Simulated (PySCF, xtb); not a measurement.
BeH₂Se₂, SMILES [Be]([SeH])[SeH].

GFN2-xTB in xtb 6.7.1 at its own geometry gives an orbital gap of 4.37 eV and a dipole moment of 1.67 D.

Geometry optimised at B3LYP-D3(BJ)/def2-TZVP. The values are those of a single conformer.

What does PySCF with M06-2X/def2-TZVPD give? (Estimate from the structure and the level; the computed values follow.)

gap 8.14 eV (levels -8.53 and -0.39 eV), dipole 0.75 D.
